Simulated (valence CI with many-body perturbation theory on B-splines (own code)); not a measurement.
**Nd⁵⁵⁺: electric-dipole lines**

Level of theory: valence CI with perturbative core correlation (CI+MBPT): three valence electrons over a frozen Dirac-Fock core [He], radial functions for each j: 11 s, 11 p, 9 d, 7 f, 5 g, 2 h, 1 i, with the one-electron correlation potential Σ1 (screened to all orders), the two-electron term Σ2, the three-electron term Σ3, Breit, model QED; selected single and double excitations, second order for the rest (own B-spline code, finite nucleus).

No measured spectrum was set against this ion. As an estimate, large intervals hold to a few tenths of a per cent, small ones and those within an open d or f shell to about a per cent.

Lines 1 to 50 of 280 in falling wavelength, among levels below 7830.1 eV, chosen from the strongest by gf and those to the six lowest levels. Wavelengths and rates use the calculated energies. Electric multipoles are in the length gauge, E1 and E2 with the static RPA response of the core. Weak lines are less certain than strong ones. Lines between different terms over intervals too small for the method are left out, as are lines whose strength nearly cancels. The highest levels of a list are the least certain.

Levels are named by their leading jj configuration (3d3/2^4 stands for four electrons in 3d with j = 3/2), which in mixed levels can hold well under half, so a name can repeat and another be missing. Letters in brackets count levels of one name in rising energy.

```
λ vac (nm)                          Upper                          Lower   A (s⁻¹)  log gf  Branch %
     14.07     (2s 2p3/2 3d5/2) J=7/2 [a]     (2s 2p3/2 3p3/2) J=5/2 [a]  5.46e+09   -0.89       0.0
     13.90         (2s 2p3/2 3d5/2) J=9/2         (2s 2p3/2 3p3/2) J=7/2  9.12e+09   -0.58      27.9
     13.78      (2p1/2 2p3/2 3d5/2) J=9/2      (2p1/2 2p3/2 3p3/2) J=7/2  1.07e+10   -0.52       0.3
     13.70     (2s 2p3/2 3d5/2) J=7/2 [b]     (2s 2p3/2 3p3/2) J=5/2 [b]  7.65e+09   -0.76       0.0
     13.66  (2p1/2 2p3/2 3d5/2) J=7/2 [a]  (2p1/2 2p3/2 3p3/2) J=5/2 [a]  9.94e+09   -0.65       0.0
     13.63         (2s 2p1/2 3d5/2) J=7/2         (2s 2p1/2 3p3/2) J=5/2  1.00e+10   -0.65       0.0
     13.62  (2p1/2 2p3/2 3d5/2) J=7/2 [b]  (2p1/2 2p3/2 3p3/2) J=5/2 [b]  9.04e+09   -0.70       0.0
     13.40          (2p1/2^2 3d5/2) J=5/2          (2p1/2^2 3p3/2) J=3/2  1.15e+10   -0.73       0.0
     13.33             (2s^2 3d5/2) J=5/2             (2s^2 3p3/2) J=3/2  8.65e+09   -0.86       0.0
     13.18     (2s 2p1/2 3d5/2) J=5/2 [a]     (2s 2p1/2 3p3/2) J=3/2 [a]  1.02e+10   -0.80       0.0
     12.67  (2p1/2 2p3/2 3d5/2) J=5/2 [a]  (2p1/2 2p3/2 3p3/2) J=3/2 [a]  9.00e+09   -0.89       0.0
     12.53     (2s 2p1/2 3d5/2) J=5/2 [b]     (2s 2p1/2 3p3/2) J=3/2 [b]  1.08e+10   -0.82       0.0
     9.246     (2s 2p1/2 2p3/2) J=3/2 [a]             (2s^2 2p3/2) J=3/2  5.50e+08   -2.55       4.8
     8.587      (2p1/2 2p3/2 3p3/2) J=7/2     (2s 2p3/2 3p3/2) J=5/2 [b]  1.64e+10   -0.84       0.0
     7.333         (2s 2p1/2 2p3/2) J=5/2             (2s^2 2p3/2) J=3/2  5.31e+09   -1.59     100.0
     6.449             (2s 2p1/2^2) J=1/2             (2s^2 2p1/2) J=1/2  1.33e+10   -1.78     100.0
     6.403          (2p1/2^2 3p3/2) J=3/2         (2s 2p1/2 3p3/2) J=1/2  8.23e+10   -0.69       0.0
     6.393      (2p1/2 2p3/2 3p3/2) J=7/2     (2s 2p3/2 3p3/2) J=5/2 [a]  3.69e+10   -0.74       0.0
     6.361  (2p1/2 2p3/2 3d3/2) J=5/2 [b]  (2p1/2 2p3/2 3p1/2) J=3/2 [b]  4.49e+10   -0.79       0.0
     6.291  (2p1/2 2p3/2 3p3/2) J=3/2 [a]     (2s 2p3/2 3p3/2) J=3/2 [a]  6.32e+10   -0.82       0.0
     6.196  (2p1/2 2p3/2 3d3/2) J=3/2 [b]  (2p1/2 2p3/2 3p1/2) J=3/2 [b]  5.97e+10   -0.86       0.0
     6.072          (2p1/2^2 2p3/2) J=3/2         (2s 2p1/2 2p3/2) J=1/2  9.88e+09   -1.66       0.8
     6.049      (2p1/2 2p3/2 3d3/2) J=7/2     (2s 2p3/2 3d3/2) J=5/2 [a]  4.39e+10   -0.71       0.6
     5.821     (2s 2p3/2 3d3/2) J=5/2 [a]         (2s 2p3/2 3p1/2) J=5/2  6.62e+10   -0.70       0.0
     5.819         (2s 2p3/2 3d3/2) J=7/2         (2s 2p3/2 3p1/2) J=5/2  9.37e+10   -0.42       0.0
     5.780     (2s 2p3/2 3d3/2) J=5/2 [b]     (2s 2p3/2 3p1/2) J=3/2 [b]  1.11e+11   -0.48       0.0
     5.777     (2s 2p1/2 3d3/2) J=3/2 [a]     (2s 2p1/2 3p1/2) J=1/2 [a]  9.97e+10   -0.70       0.1
     5.755  (2p1/2 2p3/2 3p3/2) J=5/2 [b]     (2s 2p3/2 3p3/2) J=5/2 [a]  4.99e+10   -0.83       0.0
     5.729         (2s 2p1/2 3d3/2) J=5/2         (2s 2p1/2 3p1/2) J=3/2  9.53e+10   -0.55       0.1
     5.719  (2p1/2 2p3/2 3d3/2) J=5/2 [a]  (2p1/2 2p3/2 3p1/2) J=3/2 [a]  6.51e+10   -0.72       0.1
     5.714     (2s 2p1/2 3p3/2) J=3/2 [b]        (2s 2p1/2 3s) J=1/2 [b]  8.97e+10   -0.76       0.0
     5.713             (2s^2 3d3/2) J=3/2             (2s^2 3p1/2) J=1/2  1.07e+11   -0.68       0.0
     5.691     (2s 2p3/2 3d3/2) J=3/2 [a]     (2s 2p3/2 3p1/2) J=3/2 [a]  8.90e+10   -0.76       0.0
     5.631     (2s 2p3/2 3d3/2) J=1/2 [a]     (2s 2p3/2 3p1/2) J=3/2 [a]  1.36e+11   -0.89       0.0
     5.608      (2p1/2 2p3/2 3d3/2) J=7/2      (2p1/2 2p3/2 3p1/2) J=5/2  5.39e+10   -0.69       0.8
     5.581     (2s 2p3/2 3p3/2) J=5/2 [b]        (2s 2p3/2 3s) J=3/2 [b]  1.78e+11   -0.30       0.1
     5.553     (2s 2p3/2 3p3/2) J=3/2 [a]        (2s 2p3/2 3s) J=3/2 [a]  1.13e+11   -0.68       0.1
     5.538  (2p1/2 2p3/2 3p3/2) J=5/2 [a]     (2p1/2 2p3/2 3s) J=3/2 [a]  1.35e+11   -0.43       0.1
     5.531         (2s 2p3/2 3p3/2) J=7/2            (2s 2p3/2 3s) J=5/2  1.82e+11   -0.18      16.9
     5.516         (2s 2p1/2 2p3/2) J=1/2             (2s^2 2p3/2) J=3/2  1.11e+10   -1.99       0.6
     5.499  (2p1/2 2p3/2 3p3/2) J=5/2 [b]     (2s 2p3/2 3p3/2) J=3/2 [a]  6.13e+10   -0.78       0.0
     5.489     (2s 2p1/2 2p3/2) J=3/2 [b]             (2s^2 2p3/2) J=3/2  7.79e+09   -1.85       0.5
     5.444      (2p1/2 2p3/2 3p3/2) J=7/2         (2p1/2 2p3/2 3s) J=5/2  1.06e+11   -0.42       0.1
     5.343         (2s 2p1/2 3p3/2) J=1/2        (2s 2p1/2 3s) J=1/2 [b]  1.66e+11   -0.85       0.1
     5.317     (2s 2p1/2 3p3/2) J=3/2 [a]        (2s 2p1/2 3s) J=1/2 [a]  1.91e+11   -0.49       0.2
     5.314     (2s 2p3/2 3p3/2) J=5/2 [a]        (2s 2p3/2 3s) J=3/2 [a]  8.81e+10   -0.65       0.1
     5.310  (2p1/2 2p3/2 3p3/2) J=3/2 [b]     (2p1/2 2p3/2 3s) J=3/2 [b]  8.47e+10   -0.84       0.0
     5.261             (2s^2 3p3/2) J=3/2                (2s^2 3s) J=1/2  2.14e+11   -0.45       2.3
     5.258     (2s 2p3/2 3p3/2) J=3/2 [b]        (2s 2p3/2 3s) J=3/2 [b]  9.19e+10   -0.82       0.1
     5.209         (2s 2p1/2 3p3/2) J=5/2            (2s 2p1/2 3s) J=3/2  1.88e+11   -0.34       1.2
```
